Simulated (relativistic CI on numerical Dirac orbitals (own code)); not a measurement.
**Electric-dipole transitions in Lu XVII**

These numbers are calculated, not measured: Dirac-Coulomb-Breit CI, orbitals from a KLI potential per configuration, a model potential for QED, unscaled Slater integrals (own radial code, finite nucleus).

Configuration list (outside the closed core [Ar] 3d10 4d10): 4s2.4p6.4f9, 4s2.4p6.4f8.5s, 4s2.4p6.4f7.5s.5p, 4s2.4p6.4f8.5p, 4s2.4p6.4f8.6s, 4s2.4p5.4f10, 4s2.4p6.4f7.5s2, 4s2.4p6.4f6.5s2.5p, 4s2.4p6.4f6.5s2.6s, 4p6.4f11, 4p5.4f12. Double excitations out of closed p, d and f shells are left out; levels of such configurations are missing from the list, as are those of other unlisted configurations, and high levels can miss mixing partners.

| λ vac (nm) | Lower | Upper | A (s⁻¹) | log gf | S velocity/length |
| --- | --- | --- | --- | --- | --- |
| 74.222 | 4s2.4p6.4f8.5s 8F_13/2 [1] | 4s2.4p6.4f9 4H°_13/2 [398] | 2.46e+02 | -6.55 | 3.83 |
| 77.196 | 4s2.4p6.4f8.5s 8F_11/2 [2] | 4s2.4p6.4f9 4H°_13/2 [398] | 1.98e+01 | -7.61 | 3.57 |
| 80.094 | 4s2.4p6.4f8.5s 8F_13/2 [1] | 4s2.4p6.4f7.5s2 6I°_13/2 [344] | 1.40e+01 | -7.72 | 2.04 |
| 81.390 | 4s2.4p6.4f8.5s 8F_13/2 [1] | 4s2.4p6.4f9 2H°_11/2 [327] | 2.23e+01 | -7.58 | 2.93 |
| 82.184 | 4s2.4p6.4f8.5s 8F_5/2 [6] | 4s2.4p6.4f9 4S°_3/2 [394] | 1.92e+02 | -7.11 | 1.62 |
| 83.227 | 4s2.4p6.4f8.5s 8F_9/2 [3] | 4s2.4p6.4f9 2H°_9/2 [365] | 6.61e+00 | -8.16 | 4.88 |
| 83.540 | 4s2.4p6.4f8.5s 8F_5/2 [6] | 4s2.4p6.4f9 4D°_3/2 [384] | 3.25e+02 | -6.87 | 0.30 |
| 83.569 | 4s2.4p6.4f8.5s 8F_11/2 [2] | 4s2.4p6.4f7.5s2 6I°_13/2 [344] | 6.47e+00 | -8.02 | 4.57 |
| 84.981 | 4s2.4p6.4f8.5s 8F_11/2 [2] | 4s2.4p6.4f9 2H°_11/2 [327] | 1.85e+01 | -7.62 | 1.07 |
| 87.261 | 4s2.4p6.4f8.5s 8F_9/2 [3] | 4s2.4p6.4f9 2H°_11/2 [327] | 3.67e+00 | -8.30 | 0.32 |
| 89.328 | 4s2.4p6.4f8.5s 8F_7/2 [5] | 4s2.4p6.4f9 2F°_7/2 [326] | 6.10e+01 | -7.23 | 2.57 |
| 89.484 | 4s2.4p6.4f8.5s 8F_11/2 [2] | 4s2.4p6.4f9 2G°_9/2 [288] | 3.93e+00 | -8.33 | 1.19 |
| 92.016 | 4s2.4p6.4f8.5s 8F_9/2 [3] | 4s2.4p6.4f9 2G°_9/2 [288] | 7.07e+00 | -8.05 | 3.09 |
| 95.465 | 4s2.4p6.4f8.5s 8F_7/2 [5] | 4s2.4p6.4f9 4P°_5/2 [278] | 1.65e+02 | -6.87 | 1.33 |
| 95.714 | 4s2.4p6.4f8.5s 8F_5/2 [6] | 4s2.4p6.4f9 2F°_7/2 [289] | 5.29e+00 | -8.24 | 2.71 |
| 96.731 | 4s2.4p6.4f8.5s 8F_5/2 [6] | 4s2.4p6.4f9 4P°_3/2 [281] | 1.56e+02 | -7.06 | 2.54 |
| 97.196 | 4s2.4p6.4f8.5s 8F_5/2 [6] | 4s2.4p6.4f9 4P°_5/2 [278] | 2.26e+01 | -7.72 | 0.52 |
| 97.842 | 4s2.4p6.4f8.5s 8F_7/2 [5] | 4s2.4p6.4f9 2D°_5/2 [267] | 1.01e+02 | -7.06 | 1.71 |
| 99.541 | 4s2.4p6.4f8.5s 8F_9/2 [3] | 4s2.4p6.4f9 2G°_7/2 [241] | 4.14e+00 | -8.31 | 4.27 |
| 101.98 | 4s2.4p6.4f8.5s 8F_5/2 [6] | 4s2.4p6.4f9 4H°_7/2 [254] | 4.47e+00 | -8.25 | 1.21 |
| 168.31 | 4s2.4p6.4f9 6H°_15/2 [4] | 4s2.4p6.4f8.5s 6I_17/2 [73] | 2.43e+01 | -6.73 | 3.66 |

Terms are leading LS components. Brackets give the number of a level in order of energy, since labels repeat. The list gives strong lines, with weight on those to low levels, among the lowest 400 of 10172 levels, so that lines to higher ones, which can be the strongest, are missing. Levels whose partners in the same complex of configurations lie outside the list can be far off, and so can their lines. Rates are taken at the computed energies, electric ones in the length gauge. A velocity-to-length ratio far from 1 marks an uncertain rate.

At this charge transitions that keep the count of f electrons are usually good to a few per cent. Terms inside the open d or f shell come out 10 to 20 % too wide with unscaled integrals. Levels that differ in their count of f electrons can be misplaced by several ten thousand cm⁻¹, since the correlation energy of f electrons is missing or only estimated; rates across such gaps can be off by orders of magnitude. The computed lowest level isn't the tabulated ground level, which NIST ASD gives as 4f9 6H°15/2; for such ions that label comes from theory and may be the wrong one.

LS names give the leading component of a level, which can be under half, so a name can repeat, a term be missing and a line seem to break the LS rules.
